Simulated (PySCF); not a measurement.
BiH5, SMILES [BiH5].

Geometry: B3LYP-D3(BJ)/def2-TZVP. The def2 effective core potentials stand for the cores of Bi; spin–orbit coupling is left out.

Computed with PBE/def2-TZVPD (PySCF).

Symmetry labels are those of the subgroup C2v that the program uses (full group D3h).

Computed valence orbital energies around the gap with their symmetry:
| orbital | symmetry | energy (eV) |
|---|---|---|
| HOMO−7 | A1 | -27.57 |
| HOMO−6 | A2 | -27.48 |
| HOMO−5 | B2 | -27.48 |
| HOMO−4 | A1 | -16.45 |
| HOMO−3 | A1 | -9.07 |
| HOMO−2 | B1 | -9.07 |
| HOMO−1 | B2 | -8.87 |
| HOMO | A1 | -5.23 |
| LUMO | A1 | -2.83 |
| LUMO+1 | B1 | -0.72 |
| LUMO+2 | A1 | -0.72 |
| LUMO+3 | B2 | 1.08 |
